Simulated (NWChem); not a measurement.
Species: BaF cation; SMILES [F][Ba+]

```xyz
2

Ba     0.0000     0.0000    -0.2986
F      0.0000     0.0000     1.8582
```
Atoms are numbered in this order, from 1.

Computed with NWChem. Medium grid unless said otherwise, to which SCAN and Minnesota functionals are sensitive. The geometry was optimised at PBE0/def2-SVP. def2 effective core potentials on Ba; no spin-orbit coupling.

For level M05-2X/def2-TZVP:

```yaml
highest occupied level (eV): -15.93
orbital gap (eV): 10.66
```

Q: How do the values read with level B3LYP/def2-TZVP instead?

A: The highest occupied level (eV) is -13.70 and the orbital gap (eV) is 7.19.
